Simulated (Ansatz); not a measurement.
CH5AlOSe (`C[O][AlH][SeH]`), relaxed with RKS PBE-D4/def2-SVP in the Gaussian-basis code of Ansatz from a rough embedded geometry. The force threshold is 0.03 eV/Å; the program also tests the step.

The species carries charge 0 and has multiplicity 1.

Start:

```xyz
9

C    -1.153   -0.164    0.848
O    -0.872    0.980    0.090
Al    0.887    0.882   -0.452
Se    1.512   -0.175   -2.421
H    -2.278   -0.072    1.120
H    -1.125   -1.088    0.213
H    -0.603   -0.246    1.783
H     2.049    1.474    0.569
H     1.584   -1.591   -1.750
```

How much energy does the relaxation release, and in how many steps? (Estimate.)

Ansatz gave: 90.04 kJ/mol, in 15 steps, 1 of them rejected.

Which bonds change most? (An estimate is asked.)

The calculation gave: O2–Al3 from 1.843 to 1.711 Å; Se4–H9 from 1.569 to 1.488 Å; Al3–H8 from 1.657 to 1.584 Å; C1–H5 from 1.161 to 1.114 Å.

Give the relaxed structure. (An estimate is asked.)

Ansatz gave: 
```xyz
9

C    -1.144   -0.326    0.842
O    -0.137    0.635    0.694
Al    1.199    0.974   -0.318
Se    1.751   -0.426   -2.103
H    -2.149    0.134    0.704
H    -1.061   -1.169    0.114
H    -1.117   -0.765    1.864
H     2.046    2.275   -0.002
H     0.611   -1.331   -1.795
```
